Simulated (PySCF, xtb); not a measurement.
H6NSi2, SMILES [SiH2]N[SiH3], multiplicity 2.

The structure is a stationary point at r2SCAN-D4/def2-SVP. The isomer is the one that the SMILES or the coordinates give; other isomers of the formula were not compared.

Level of theory: PySCF 2.14.0 with IEF-PCM-B3LYP/def2-SVP.

The values are the electrostatic part of the solvation free energy, E(continuum) − E(gas) at the gas-phase geometry, in a cavity of scaled van der Waals radii (PySCF's table); cavitation and dispersion terms are not included. The dipole moment in vacuum is 1.04 D.

Computed values in water (ε = 78.36), chlorobenzene (ε = 5.70), dichloromethane (ε = 8.93):
```json
[
 {"solvent": "water", "ε": "78.36", "ΔG(elec) (kcal/mol)": "-1.8", "dipole (D)": "1.42"},
 {"solvent": "chlorobenzene", "ε": "5.70", "ΔG(elec) (kcal/mol)": "-1.4", "dipole (D)": "1.31"},
 {"solvent": "dichloromethane", "ε": "8.93", "ΔG(elec) (kcal/mol)": "-1.5", "dipole (D)": "1.35"}
]
```

For comparison, GFN2-xTB/ALPB(water) (xtb, at the GFN2-xTB geometry, all terms of that model) gives 1.4 kcal/mol.
